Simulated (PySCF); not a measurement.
# Working out the ionisation energy of Bi²⁺

Bi²⁺ [Xe] 4f14 5d10 6s2 6p1 (2P) → Bi³⁺ [Xe] 4f14 5d10 6s2 (1S). All numbers are calculated (PySCF 2.14, a scalar-relativistic core potential, in aug-cc-pVDZ-PP with ECP60MDF). Frozen: 5s2 5p6 5d10. Energies in hartree (1 hartree = 27.21139 eV):

| part | Bi²⁺ (lower) | Bi³⁺ (upper) |
| --- | --- | --- |
| UHF | -212.726459 | -211.881073 |
| MP2 opposite-spin | -0.020639 | -0.017839 |
| MP2 same-spin | -0.001725 | 0.000000 |

What does Hartree-Fock give?

(-211.881073) − (-212.726459) = 0.845386 hartree = 23.004 eV.

What do MP2 and SCS-MP2 (6/5 opposite-spin, 1/3 same-spin) give?

The opposite-spin parts differ by 0.076 eV and the same-spin parts by 0.047 eV. MP2: 23.004 + (0.076) + (0.047) = 23.127 eV. SCS-MP2: 23.004 + 1.2 × (0.076) + (0.047)/3 = 23.111 eV.

Reference: 25.571 eV (measured; NIST Atomic Spectra Database, ionization energies), between the lowest levels; spin-orbit coupling is absent from the calculation.

A double-zeta basis recovers only part of the correlation energy.

What remains against the reference includes basis incompleteness, the frozen core and correlation beyond second order.
